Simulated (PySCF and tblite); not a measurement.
Values are calculated unless marked as measured or tabulated.
Barrier and rate of a rotation

System: C₈H₇NS, numbered as in [cH:1]1[cH:2][nH:3][c:4](-[c:5]2[cH:6][cH:7][cH:8][s:9]2)[cH:10]1.

Motion: rotation about the C4–C5 bond (torsion N3–C4–C5–C6 from -180° to 0°, rising). The path came from a restrained scan, a climbing-image band and a saddle search at GFN2-xTB; energies are BP86/pcSseg-1 + D3(BJ), IEF-PCM cyclohexane//GFN2-xTB, thermal terms GFN2-xTB. Rate constants are transition-state-theory values, counting equivalent paths, without tunnelling. Run with tblite and PySCF.

```csv
point,symmetry,E(GFN2) kcal/mol,E(DFT) kcal/mol,ZPE change kcal/mol,lowest mode cm⁻¹,dipole D
start,Cs,0.0,0.0,0.00,51,1.19
saddle,C1,5.7,2.2,-0.08,65i,2.08
end,Cs,0.8,-0.3,-0.04,47,2.35
```

```json
{
 "Electronic barrier": "2.1 kcal/mol",
 "Barrier with zero-point energy": "2.1 kcal/mol",
 "ΔH‡ (298 K)": "1.6 kcal/mol",
 "ΔS‡ (298 K, symmetry apart)": "-3.2 cal/(mol K)",
 "Paths": "2 equivalent paths",
 "End point": "a different minimum",
 "Mean lifetime of the start against this motion at 298 K": "5.8 ps",
 "Cost": "93 s on 1 thread of Arm Neoverse V1, on a host shared with other jobs (rough), peak memory 0.89 GiB, launched as `OMP_NUM_THREADS=1 python ens_run.py task.json out`"
}
```

```tsv
T/K	ΔG‡ kcal/mol	k s⁻¹	ΔG kcal/mol	k back s⁻¹
200	2.3	2.5×10¹⁰	-0.3	1.2×10¹⁰
250	2.4	8.1×10¹⁰	-0.3	4.2×10¹⁰
298	2.5	1.7×10¹¹	-0.3	1×10¹¹
350	2.7	3.1×10¹¹	-0.3	1.9×10¹¹
400	2.8	4.8×10¹¹	-0.3	3.1×10¹¹
```

ΔG and ΔG‡ leave out symmetry numbers and mirror images; rates count paths: 2 out, 2 back.
